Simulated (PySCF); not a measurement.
C₂H₄NO, SMILES CC([NH])=O (connectivity only; charge and spin as stated), charge -1, multiplicity 1.

Geometry optimised at PBE0-D3(BJ)/def2-SVPD. The spin state was assumed, not searched. The isomer is the one that the SMILES or the coordinates give; other isomers of the formula were not compared. Other conformers were not sampled.

Level of theory: SMD-M06-2X/def2-SVPD (PySCF).

Solvation free energies are E(SMD) − E(gas) at the gas-phase geometry, for 1 M in both phases.

```
solvent       ΔG(solv) (kcal/mol)  its non-electrostatic (CDS) part
------------  -------------------  --------------------------------
water                       -69.5                               2.3
diethylether                  [?]                               [?]
n-hexane                    -28.7                              -0.3
```

Complete the blanks. (An estimate is asked for; the answer gives what the named calculation found.)


- diethylether, ΔG(solv) (kcal/mol): -47.6
- diethylether, its non-electrostatic (CDS) part: -0.6
